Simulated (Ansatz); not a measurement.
C₃H₇O, SMILES CC(C)[O], multiplicity 2.

Geometry: TPSSh-D3(BJ)/def2-SVP. The isomer is the one that the SMILES or the coordinates give; other isomers of the formula were not compared.

Two levels are set side by side: PBE/def2-SVPD (Ansatz, a program for electronic structure) and CAM-B3LYP/def2-SVPD (Ansatz). Energy differences of separate SCF runs at the same geometry; the states with an electron removed or added have multiplicity 3 and 1. Differences are taken from unrounded values.

```csv
quantity,CAM-B3LYP,PBE,PBE minus CAM-B3LYP
vertical ionisation energy (eV),10.14,9.64,-0.50
vertical electron affinity (eV),1.53,1.62,0.09
```
